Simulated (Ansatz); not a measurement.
A nudged elastic band was laid between two geometries of Cl3FH3NZr (9 atoms, charge 0, multiplicity 1).

These are results of RKS B3LYP-D4/def2-SVP (Ansatz), not measurements.

```
movable images  : 5
climbing image  : yes
spring          : 5.0 eV/Å²
optimiser       : quadratic models (default)
start path      : through a guess of the saddle point
force threshold : 0.05 eV/Å
iteration limit : 60
end points      : relaxed
```

Initial state:

```xyz
9
Properties=species:S:1:pos:R:3
Zr -0.031 -0.660 -0.004
N 0.527 -0.003 2.279
H -0.251 -0.172 2.921
H 0.764 0.989 2.357
Cl 2.170 0.149 -0.396
Cl -1.742 0.959 0.326
Cl -0.589 -1.418 -2.177
F -0.200 -2.314 0.935
H 1.329 -0.528 2.637
```

Final state:

```xyz
9
Properties=species:S:1:pos:R:3
Zr 0.557 -0.248 -0.028
N -0.126 -0.460 2.305
H -1.138 -0.387 2.433
H 0.297 0.269 2.886
Cl 1.348 -0.055 -2.251
Cl -0.368 1.922 0.273
Cl -0.970 -2.054 -0.277
F 2.219 -0.625 0.834
H 0.158 -1.359 2.702
```

Q: What changes between the two ends?

A: No bond is made or broken.  The two ends are copies of one structure, up to a mirror image or an exchange of like atoms.

Q: What energy profile does the band end with?

A: The forces met the threshold. The highest image is number 3 of 0 to 6, 0.252 eV above the ends, which have the same energy within 2 meV. A vibrational analysis at the climbing image gives one clearly imaginary mode, 66i cm⁻¹, and a faint second one (34i cm⁻¹) that may be numerical noise or a soft torsion: probably a first-order saddle point.

```csv
image,path coordinate (Å),energy (eV)
0,0.00,0.000
1,0.91,0.083
2,1.83,0.209
3,2.74,0.252
4,3.63,0.210
5,4.52,0.089
6,5.41,0.000
```

Q: What is the geometry of the highest image?

A: 
```xyz
9
Properties=species:S:1:pos:R:3
Zr 0.281 -0.493 -0.028
N 0.201 -0.208 2.343
H -0.756 -0.231 2.704
H 0.577 0.700 2.629
Cl 1.920 0.518 -1.383
Cl -1.168 1.427 0.276
Cl -1.213 -1.884 -1.202
F 1.389 -1.884 0.734
H 0.745 -0.942 2.804
```

Time of the run: 3.6 min on 4 threads of Intel(R) Xeon(R) Platinum 8259CL CPU @ 2.50GHz (Skylake/Cascade Lake) (shared host), peak memory 0.41 GiB.
